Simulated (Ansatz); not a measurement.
Species: NbO2, net charge 0, doublet state. The spin state was set by rule; other spins were not relaxed. 
Coordinates optimised at B3LYP-D3(BJ)/def2-TZVP (Ansatz, a first-principles code):
SMILES: [O]=[Nb]=[O]
```xyz
3

Nb     0.1715    -0.1498     0.1830
O      0.6103     0.5476    -1.3190
O     -1.4894     0.2203     0.3809
```
Charge 0, spin multiplicity 2.

Total electronic energies in hartree. Correlated levels leave the core frozen unless marked. UHF or UKS for open shells. Spin-orbit coupling is left out. The frozen core is the preceding noble-gas configuration, with the filled d and f shells of earlier blocks. In def2 rows, elements after Kr have scalar-relativistic effective core potentials. STO-3G rows are all-electron and non-relativistic. CBS(X,Y): correlation extrapolated as X^-3; Hartree-Fock from the larger set. [CCSD(T)-MP2]/basis is that difference in the basis named. The program attaches cautions to a run behind HF/STO-3G: large difference.

The UHF reference is spin-contaminated (<S^2> 0.10 over the pure value in the largest basis). 

```
level                                                              program  energy (Eh)
----------------------------------------------------------  --------------  -----------
HF/STO-3G                                                           Ansatz  -3863.74036
HF/def2-SVPD                                                        Ansatz   -205.97185
PBE/def2-TZVPD                                                      Ansatz   -207.43142
revPBE-D4/def2-TZVPD                                        Ansatz + dftd4   -207.57208
r2SCAN/def2-TZVPD                                                   Ansatz   -207.50684
B97M-V/def2-TZVPD                                                   Ansatz   -207.49995
B3LYP-D4/def2-TZVPD                                         Ansatz + dftd4            …
PBE0-D4/def2-TZVPD                                          Ansatz + dftd4   -207.36430
LC-wPBE-D4/def2-TZVPD                                       Ansatz + dftd4   -207.43998
B2PLYP-D4/def2-TZVPD                                        Ansatz + dftd4   -207.29533
CCSD/CBS(def2-TZVPP,def2-QZVPP)                                     Ansatz    -206.8819
CCSD(T)/def2-TZVPP                                                  Ansatz   -206.85511
CCSD(T)/def2-QZVPP                                                  Ansatz   -206.90519
RI-MP2/CBS(def2-TZVPP,def2-QZVPP)+[CCSD(T)-MP2]/def2-TZVPP          Ansatz    -206.9396
CCSD(T)/CBS(def2-TZVPP,def2-QZVPP)                                  Ansatz    -206.9347
```

### Question
What belongs in the gaps?

### Answer

- B3LYP-D4/def2-TZVPD, energy (Eh): -207.56116
